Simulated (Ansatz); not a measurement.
Harmonic frequencies (cm⁻¹) at PBE0-D4/def2-TZVP from Ansatz: 146, 176, 266, 554, 605, 628, 820, 840, 864, 876, 1062, 1257, 1380, 1792, 2193, 2204, 2211, 3042.

Each molecule was computed in one conformer, which needn't be the lowest.

**Question.** Which molecule is it?
A. `C1[O][GeH2][O]1`
B. `O=C[O][GeH3]`
C. `O=[C](O)[GeH3]`
D. `[OH][GeH]1[CH2][O]1`

**Answer.** B.
